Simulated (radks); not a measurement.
Charge is removed step by step from the 3s1/2 level of Sb28+, starting from [Ar] 3d5. All-electron calculation, Dirac Kohn-Sham, LDA (Slater exchange, Perdew-Wang correlation), spin-unpolarised, spherical densities, finite nucleus; open shells are shared between the two j in proportion to 2j + 1; Fermi nuclear charge, rms radius 4.6802 fm. Program: a radial shooting solver on a logarithmic mesh with Libxc functionals.

removed (e),E - E(0) (eV),eigenvalue (eV),E minus straight line (eV)
0,0.000,-1926.8,0.000
0.25,483.96,-1944.8,-6.774
0.5,972.42,-1962.9,-9.039
0.75,1465.4,-1981.0,-6.784
1,1962.9,-1999.1,0.000

Removing the whole electron costs 1962.9 eV by Delta-SCF, against 1926.8 eV from minus the eigenvalue at the starting occupation. Slater's transition state (half an electron removed) gives 1962.9 eV. Integrating minus the eigenvalue over the occupation (Janak's theorem) gives 1962.9 eV. The mean slope of the eigenvalue, de/dn, is 72.3 eV per electron.
